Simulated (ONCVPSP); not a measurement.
Cutoff test, titanium (Ti), ONCV

ONCVPSP 4.0.1 input, shortened (lines: element, Z, core and valence counts, functional; n l f; lmax; l rc ep ncon nbas qcut; lloc lpopt rc5 dvloc0; l nproj debl; icmod fcfact rcfact), PBEsol, scalar-relativistic:

```
  Ti 22.00    4    3  -116133      upf
    1    0    2.00
    2    0    2.00
    2    1    6.00
    3    0    2.00
    3    1    6.00
    3    2    2.00
    4    0    2.00
    2
    0    3.00    0.00    4    8    2.70
    1    1.05    0.00    3    6    8.40
    2    1.80    0.00    4    9    7.10
    4    2    0.90    2.00
    0    2    2.80
    1    1    1.20
    2    3    1.90
    3    3.50    1.10
```

Question: For each optimised wave give the share of its norm inside rc, the residual kinetic energy above qcut (Ha) and the cutoffs (Ha) for errors of 10, 1, 0.1 and 0.01 mHa per electron.

Answer:

| wave | norm inside rc | residual KE | 10 mHa | 1 mHa | 0.1 mHa | 0.01 mHa |
| --- | --- | --- | --- | --- | --- | --- |
| 4s | 0.393 | 7.5e-05 | 1.5 | 2.6 | 3.9 | 12.7 |
| s projector 2 | 0.199 | 1.4e-01 | 10.0 | 24.4 | 27.7 | 36.2 |
| 3p | 0.523 | 1.9e-04 | 14.4 | 19.3 | 55.0 | 133.7 |
| 3d | 0.677 | 2.2e-04 | 19.0 | 22.8 | 36.1 | 94.4 |
| d projector 2 | 0.132 | 1.4e-03 | 21.3 | 26.7 | 85.7 | 120.4 |
| d projector 3 | 0.152 | 7.2e-03 | 24.5 | 35.7 | 64.5 | 116.4 |

The occupied waves need 23 Ha and 55 Ha for 1 and 0.1 mHa. Note: no bound ghost flagged; GHOST(+) flagged for s at 17.0 eV. 2 of 4 tests not solved or not reliable.
